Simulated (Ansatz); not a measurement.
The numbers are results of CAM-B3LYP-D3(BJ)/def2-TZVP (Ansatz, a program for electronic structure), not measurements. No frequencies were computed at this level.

Ansatz 0.2 input:
```yaml
crystal:
  periodic: [false, false, false]
  atoms:
    - { symbol: O, position_ang: [-1.047857, -0.817375, -0.611638] }
    - { symbol: B, position_ang: [0.105447, -0.195836, -0.25726] }
    - { symbol: O, position_ang: [0.165866, 1.057431, 0.298577] }
    - { symbol: O, position_ang: [1.262622, -0.857876, -0.468004] }
    - { symbol: H, position_ang: [-1.860533, -0.33866, -0.458065] }
    - { symbol: H, position_ang: [-0.66035, 1.515394, 0.442412] }
    - { symbol: H, position_ang: [2.0348, -0.363078, -0.196014] }
basis:
  gaussian: { orbitals: def2-tzvp }
hamiltonian:
  xc: cam_b3lyp
  dispersion: d3bj
relax:
  max_steps: 150
```

Output:

```
Functional definition: CAM-B3LYP
754 factors; their error is unknown
254 factors; integrals over basis functions are off by at most 1.2e-6 eV
mean field evaluation 1: about -6862.0996 eV, gradient 7.8e1 eV
mean field evaluation 2: about -6858.4062 eV, gradient 9.3e1 eV
mean field evaluation 4: about -6871.3313 eV, gradient 1.8e0 eV
mean field evaluation 8: about -6871.3358 eV, gradient 1.4e-2 eV
mean field evaluation 16: about -6871.3446 eV, gradient 2.0e-5 eV
mean field -6871.34455179 eV, -252.5172547137 hartree, gradient 2.0e-5 eV, S^2 0.000000; 0 other end points of the search recorded, 0 dependent functions left out
reference -6871.34465250 eV, -252.5172584145 hartree; 16, 16 occupied and 126, 126 virtual orbitals, 754 factors
relax step   1: F+E_penalty+E_count = -6871.40341275 eV  Δ(F+E_penalty+E_count) = +0.000e0 eV  max|allowed force component| = 3.428e-1 eV/Å  Δτ_max = 0.0000 Å  (27 SCF iters, accepted)
these checks for a lower state are left out or cut short: starts, cluster_reference, orbital_swaps, neighbouring_geometries, increment
754 factors; their error is unknown
254 factors; integrals over basis functions are off by at most 1.3e-6 eV
mean field -6871.34872872 eV, -252.5174082129 hartree, gradient 2.0e-5 eV, S^2 0.000000; 0 other end points of the search recorded, 0 dependent functions left out
reference -6871.34882956 eV, -252.5174119188 hartree; 16, 16 occupied and 126, 126 virtual orbitals, 754 factors
relax step   2: F+E_penalty+E_count = -6871.40754475 eV  Δ(F+E_penalty+E_count) = -4.132e-3 eV  max|allowed force component| = 1.977e-1 eV/Å  Δτ_max = 0.0070 Å  (33 SCF iters, accepted)
these checks for a lower state are left out or cut short: starts, cluster_reference, orbital_swaps, neighbouring_geometries, increment
754 factors; their error is unknown
254 factors; integrals over basis functions are off by at most 1.3e-6 eV
mean field -6871.34988660 eV, -252.5174507643 hartree, gradient 2.0e-5 eV, S^2 0.000000; 0 other end points of the search recorded, 0 dependent functions left out
reference -6871.34998751 eV, -252.5174544728 hartree; 16, 16 occupied and 126, 126 virtual orbitals, 754 factors
relax step   3: F+E_penalty+E_count = -6871.40868506 eV  Δ(F+E_penalty+E_count) = -1.140e-3 eV  max|allowed force component| = 3.480e-2 eV/Å  Δτ_max = 0.0048 Å  (33 SCF iters, accepted)
these checks for a lower state are left out or cut short: starts, cluster_reference, orbital_swaps, neighbouring_geometries, increment
754 factors; their error is unknown
254 factors; integrals over basis functions are off by at most 1.2e-6 eV
mean field evaluation 32: about -6871.3415 eV, gradient 3.9e-1 eV
mean field -6871.34994799 eV, -252.5174530204 hartree, gradient 2.0e-5 eV, S^2 0.000000; 0 other end points of the search recorded, 0 dependent functions left out
reference -6871.35004888 eV, -252.5174567279 hartree; 16, 16 occupied and 126, 126 virtual orbitals, 754 factors
relax step   4: F+E_penalty+E_count = -6871.40875987 eV  Δ(F+E_penalty+E_count) = -7.480e-5 eV  max|allowed force component| = 2.524e-3 eV/Å  Δτ_max = 0.0031 Å  (34 SCF iters, accepted)
754 factors; their error is unknown
254 factors; integrals over basis functions are off by at most 1.2e-6 eV
mean field -6871.34994799 eV, -252.5174530204 hartree, gradient 2.0e-5 eV, S^2 0.000000; 1 other end points of the search recorded, 0 dependent functions left out
reference -6871.35004888 eV, -252.5174567279 hartree; 16, 16 occupied and 126, 126 virtual orbitals, 754 factors
Total energy: -6871.40886075 eV, -252.5196180244 hartree
Atom 0 at    -1.050051    -0.824525    -0.615053 Å, force     0.001369    -0.000545    -0.000152 eV/Å
Atom 1 at     0.103481    -0.189624    -0.254805 Å, force    -0.001999     0.001371     0.000484 eV/Å
Atom 2 at     0.172244     1.065444     0.302545 Å, force     0.002208    -0.002499    -0.000930 eV/Å
Atom 3 at     1.262966    -0.863341    -0.470250 Å, force     0.002183    -0.000016     0.000068 eV/Å
Atom 4 at    -1.864676    -0.344978    -0.461017 Å, force    -0.000553     0.001457     0.000632 eV/Å
Atom 5 at    -0.659287     1.520001     0.444540 Å, force    -0.002524     0.000631     0.000064 eV/Å
Atom 6 at     2.035318    -0.362976    -0.195951 Å, force    -0.000684    -0.000398    -0.000167 eV/Å
Dipole moment:    -0.327590     0.513289     0.203034 e Å
```

Cost: about 11 core-seconds (a rough figure).
